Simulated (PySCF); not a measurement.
## Computed properties of In(F)2(OH) (F2HInO), SMILES [F][In]([F])[OH]

In(F)2(OH) (F2HInO), SMILES [F][In]([OH])[F]. The structure is a stationary point at B3LYP-D3(BJ)/def2-SVP. The def2 effective core potentials stand for the cores of In; spin–orbit coupling is left out. One conformer was computed; it need not be the lowest. All values are computed for the isolated molecule unless a solvent is named; none is compared with measurement here.

**Structure.** The optimised structure has Cs symmetry. All 9 harmonic modes at B3LYP-D3(BJ)/def2-SVP (PySCF) are real, so it is a minimum. With heavy atoms numbered as in [In:1]([F:2])([F:3])[OH:4], the shortest bond between them is In1–F3 at 1.946 Å and the longest In1–O4 at 1.986 Å.

**Vibrations.** The strongest infrared lines (harmonic, unscaled, degenerate partners summed) lie at 282 cm⁻¹ (93 km/mol, H 93 %), 3801 cm⁻¹ (74 km/mol, H 94 %), 874 cm⁻¹ (69 km/mol, H 93 %). The softest mode is at 107 cm⁻¹ and the zero-point energy is 10.3 kcal/mol.

**Electronic structure.** ωB97X/def2-TZVPD (PySCF) places the frontier levels at -12.24 and -1.12 eV, a gap of 11.12 eV, and gives a dipole moment of 2.11 D and a mean polarisability of 37.0 bohr³.

**Excitations.** TDDFT-ωB97X/def2-SVPD (PySCF) has S1 at 5.32 eV (233 nm, f = 0.016, weak); the most intense of the 10 singlets computed lies at 8.15 eV (f = 0.14). T1 (TDA) is at 4.90 eV. No vertical singlet excitation falls in the visible range (under 3.1 eV).
